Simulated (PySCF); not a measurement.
OSe, triplet, at a GFN2-xTB geometry, atoms displaced at random by about 0.03 Å a coordinate; R2SCAN/6-31G, gradient by finite differences run with PySCF.

PySCF was given this input:
```python
from pyscf import gto, scf, dft

mol = gto.M(
    atom='''
O     0.027718    0.019393   -1.349441
Se    0.021737    0.067419    0.284319
''',
    basis='6-31g',
    charge=0,
    spin=2,
    verbose=4,
)

mf = dft.UKS(mol)
mf.xc = 'r2scan'
mf.conv_tol = 1e-11
mf.kernel()
scan, done = mf.as_scanner(), []
scan.scf_summary = {}
def energy(d):
    c = mol.atom_coords()
    c[1, 2] += d
    e = scan(mol.set_geom_(c, unit='Bohr', inplace=False))
    done.append(scan.converged)
    return e
h = 0.05
fd = (energy(h) - energy(-h)) / (2 * h)
print('dE/dx =', fd)
```

It wrote (shortened):

```
PySCF version 2.14.0

[INPUT] verbose = 4
[INPUT] num. atoms = 2
[INPUT] num. electrons = 42
[INPUT] charge = 0
[INPUT] spin (= nelec alpha-beta = 2S) = 2
[INPUT] symmetry False subgroup None
[INPUT] Mole.unit = angstrom
[INPUT] Symbol           X                Y                Z      unit          X                Y                Z       unit  Magmom
[INPUT]  1 O      0.027718000000   0.019393000000  -1.349441000000 AA    0.052379428721   0.036647458734  -2.550073911259 Bohr   0.0
[INPUT]  2 Se     0.021737000000   0.067419000000   0.284319000000 AA    0.041076976770   0.127403445592   0.537285042010 Bohr   0.0

nuclear repulsion = 88.0625605878357
number of shells = 16
number of NR pGTOs = 112
number of NR cGTOs = 36
basis = 6-31g
ecp = {}

******** <class 'pyscf.dft.uks.UKS'> ********
method = UKS
initial guess = minao
damping factor = 0
level_shift factor = 0
DIIS = <class 'pyscf.scf.diis.CDIIS'>
diis_start_cycle = 1
diis_space = 8
diis_damp = 0
SCF conv_tol = 1e-11
SCF conv_tol_grad = None
SCF max_cycles = 50
direct_scf = True
direct_scf_tol = 1e-13
number electrons alpha = 22  beta = 20
XC library pyscf.dft.libxc version 7.1.2
    S. Lehtola, C. Steigemann, M. J. T. Oliveira, and M. A. L. Marques,  SoftwareX 7, 1–5 (2018)
XC functionals = r2scan
    J. W. Furness, A. D. Kaplan, J. Ning, J. P. Perdew, and J. Sun,  J. Phys. Chem. Lett. 11, 8208–8215 (2020)
    J. W. Furness, A. D. Kaplan, J. Ning, J. P. Perdew, and J. Sun,  J. Phys. Chem. Lett. 11, 9248–9248 (2020)
    J. W. Furness, A. D. Kaplan, J. Ning, J. P. Perdew, and J. Sun,  J. Phys. Chem. Lett. 11, 8208–8215 (2020)
    J. W. Furness, A. D. Kaplan, J. Ning, J. P. Perdew, and J. Sun,  J. Phys. Chem. Lett. 11, 9248–9248 (2020)
radial grids:
    Treutler-Ahlrichs [JCP 102, 346 (1995); DOI:10.1063/1.469408] (M4) radial grids

becke partition: Becke, JCP 88, 2547 (1988); DOI:10.1063/1.454033
pruning grids: <function nwchem_prune>
grids dens level: 3
symmetrized grids: False
atomic radii adjust function: <function treutler_atomic_radii_adjust>
small_rho_cutoff = 0
Set gradient conv threshold to 3.16228e-06
tot grids = 34512
init E= -2475.55415702099

cycle= 1 E= -2476.06082640846  delta_E= -0.507  |g|= 0.616  |ddm|= 1.48
cycle= 2 E= -2474.73121778247  delta_E= 1.33  |g|= 1.54  |ddm|= 2.23
cycle= 3 E= -2476.25095890842  delta_E= -1.52  |g|=  0.1  |ddm|=  1.9
cycle= 4 E= -2476.25407201011  delta_E= -0.00311  |g|= 0.0591  |ddm|= 0.14
cycle= 5 E= -2476.25458141372  delta_E= -0.000509  |g|= 0.0327  |ddm|= 0.0317
cycle= 6 E= -2476.25502401315  delta_E= -0.000443  |g|= 0.0142  |ddm|= 0.0188
cycle= 7 E= -2476.25511420979  delta_E= -9.02e-05  |g|= 0.00246  |ddm|= 0.0106
cycle= 8 E= -2476.25511745208  delta_E= -3.24e-06  |g|= 9.03e-05  |ddm|= 0.00243
cycle= 9 E= -2476.25511745616  delta_E= -4.08e-09  |g|= 1.2e-05  |ddm|= 0.000133
cycle= 10 E= -2476.25511745623  delta_E= -7.14e-11  |g|= 8.9e-06  |ddm|= 2.91e-05
cycle= 11 E= -2476.25511745627  delta_E= -4e-11  |g|= 3.45e-07  |ddm|= 9.06e-06
cycle= 12 E= -2476.25511745628  delta_E= -9.09e-13  |g|= 3.79e-08  |ddm|= 9.98e-07
Extra cycle  E= -2476.25511745627  delta_E= 2.27e-12  |g|= 1.07e-07  |ddm|= 1.51e-07
converged SCF energy = -2476.25511745627  <S^2> = 2.0051089  2S+1 = 3.003404
Create scanner for <class 'pyscf.dft.uks.UKS'>

WARN: Mole.unit (angstrom) is changed to Bohr

New geometry
   1 O      0.027718000000   0.019393000000  -1.349441000000 AA    0.052379428721   0.036647458734  -2.550073911259 Bohr
   2 Se     0.021737000000   0.067419000000   0.310777860546 AA    0.041076976770   0.127403445592   0.587285042010 Bohr

******** <class 'pyscf.scf.hf.UKS_Scanner'> ********
method = UKS_Scanner
initial guess = minao
damping factor = 0
level_shift factor = 0
DIIS = <class 'pyscf.scf.diis.CDIIS'>
diis_start_cycle = 1
diis_space = 8
diis_damp = 0
SCF conv_tol = 1e-11
SCF conv_tol_grad = None
SCF max_cycles = 50
direct_scf = True
direct_scf_tol = 1e-13
number electrons alpha = 22  beta = 20
XC library pyscf.dft.libxc version 7.1.2
    S. Lehtola, C. Steigemann, M. J. T. Oliveira, and M. A. L. Marques,  SoftwareX 7, 1–5 (2018)
XC functionals = r2scan
    J. W. Furness, A. D. Kaplan, J. Ning, J. P. Perdew, and J. Sun,  J. Phys. Chem. Lett. 11, 8208–8215 (2020)
    J. W. Furness, A. D. Kaplan, J. Ning, J. P. Perdew, and J. Sun,  J. Phys. Chem. Lett. 11, 9248–9248 (2020)
    J. W. Furness, A. D. Kaplan, J. Ning, J. P. Perdew, and J. Sun,  J. Phys. Chem. Lett. 11, 8208–8215 (2020)
    J. W. Furness, A. D. Kaplan, J. Ning, J. P. Perdew, and J. Sun,  J. Phys. Chem. Lett. 11, 9248–9248 (2020)
radial grids:
    Treutler-Ahlrichs [JCP 102, 346 (1995); DOI:10.1063/1.469408] (M4) radial grids

becke partition: Becke, JCP 88, 2547 (1988); DOI:10.1063/1.454033
pruning grids: <function nwchem_prune>
grids dens level: 3
symmetrized grids: False
atomic radii adjust function: <function treutler_atomic_radii_adjust>
small_rho_cutoff = 0
Set gradient conv threshold to 3.16228e-06
tot grids = 34512
init E= -2476.24849341999
cycle= 1 E= -2476.25832700931  delta_E= -0.00983  |g|= 0.0292  |ddm|= 0.0426
cycle= 2 E= -2476.25217932922  delta_E= 0.00615  |g|= 0.118  |ddm|= 0.119
cycle= 3 E= -2476.25872466244  delta_E= -0.00655  |g|= 0.00313  |ddm|= 0.096
cycle= 4 E= -2476.25873000105  delta_E= -5.34e-06  |g|= 0.000275  |ddm|= 0.00407
cycle= 5 E= -2476.25873002719  delta_E= -2.61e-08  |g|= 0.000129  |ddm|= 0.00028
cycle= 6 E= -2476.25873003384  delta_E= -6.65e-09  |g|= 2.44e-05  |ddm|= 9.33e-05
cycle= 7 E= -2476.25873003423  delta_E= -3.9e-10  |g|= 3.31e-06  |ddm|= 4.32e-05
cycle= 8 E= -2476.25873003424  delta_E= -1.14e-11  |g|= 3.49e-07  |ddm|= 7.03e-06
cycle= 9 E= -2476.25873003424  delta_E= 1.36e-12  |g|= 2.8e-07  |ddm|= 1.55e-06
Extra cycle  E= -2476.25873003424  delta_E= -2.27e-12  |g|= 1.21e-06  |ddm|= 1.26e-06
converged SCF energy = -2476.25873003424  <S^2> = 2.0052468  2S+1 = 3.0034959

WARN: Mole.unit (angstrom) is changed to Bohr

New geometry
   1 O      0.027718000000   0.019393000000  -1.349441000000 AA    0.052379428721   0.036647458734  -2.550073911259 Bohr
   2 Se     0.021737000000   0.067419000000   0.257860139454 AA    0.041076976770   0.127403445592   0.487285042010 Bohr

******** <class 'pyscf.scf.hf.UKS_Scanner'> ********
method = UKS_Scanner
initial guess = minao
damping factor = 0
level_shift factor = 0
DIIS = <class 'pyscf.scf.diis.CDIIS'>
diis_start_cycle = 1
diis_space = 8
diis_damp = 0
SCF conv_tol = 1e-11
SCF conv_tol_grad = None
SCF max_cycles = 50
direct_scf = True
direct_scf_tol = 1e-13
number electrons alpha = 22  beta = 20
XC library pyscf.dft.libxc version 7.1.2
    S. Lehtola, C. Steigemann, M. J. T. Oliveira, and M. A. L. Marques,  SoftwareX 7, 1–5 (2018)
XC functionals = r2scan
    J. W. Furness, A. D. Kaplan, J. Ning, J. P. Perdew, and J. Sun,  J. Phys. Chem. Lett. 11, 8208–8215 (2020)
    J. W. Furness, A. D. Kaplan, J. Ning, J. P. Perdew, and J. Sun,  J. Phys. Chem. Lett. 11, 9248–9248 (2020)
    J. W. Furness, A. D. Kaplan, J. Ning, J. P. Perdew, and J. Sun,  J. Phys. Chem. Lett. 11, 8208–8215 (2020)
    J. W. Furness, A. D. Kaplan, J. Ning, J. P. Perdew, and J. Sun,  J. Phys. Chem. Lett. 11, 9248–9248 (2020)
radial grids:
    Treutler-Ahlrichs [JCP 102, 346 (1995); DOI:10.1063/1.469408] (M4) radial grids

becke partition: Becke, JCP 88, 2547 (1988); DOI:10.1063/1.454033
pruning grids: <function nwchem_prune>
grids dens level: 3
symmetrized grids: False
atomic radii adjust function: <function treutler_atomic_radii_adjust>
small_rho_cutoff = 0
Set gradient conv threshold to 3.16228e-06
tot grids = 34512
init E= -2476.27408265805
cycle= 1 E= -2476.24869644736  delta_E= 0.0254  |g|= 0.0556  |ddm|= 0.0844
cycle= 2 E= -2476.23025427981  delta_E= 0.0184  |g|= 0.205  |ddm|= 0.216
cycle= 3 E= -2476.25010949074  delta_E= -0.0199  |g|= 0.00644  |ddm|= 0.173
cycle= 4 E= -2476.25013250128  delta_E= -2.3e-05  |g|= 0.000145  |ddm|= 0.00848
cycle= 5 E= -2476.25013251079  delta_E= -9.51e-09  |g|= 0.000114  |ddm|= 0.000291
cycle= 6 E= -2476.25013251683  delta_E= -6.05e-09  |g|= 2.93e-05  |ddm|= 0.000102
cycle= 7 E= -2476.25013251726  delta_E= -4.26e-10  |g|= 4.56e-06  |ddm|= 4.37e-05
cycle= 8 E= -2476.25013251727  delta_E= -1.46e-11  |g|= 1.31e-06  |ddm|= 9.01e-06
cycle= 9 E= -2476.25013251728  delta_E= -3.18e-12  |g|= 4.5e-07  |ddm|= 2.56e-06
Extra cycle  E= -2476.25013251727  delta_E= 3.64e-12  |g|= 1.76e-06  |ddm|= 2.08e-06
converged SCF energy = -2476.25013251727  <S^2> = 2.0049805  2S+1 = 3.0033185
dE/dx = -0.08597516964073293
```
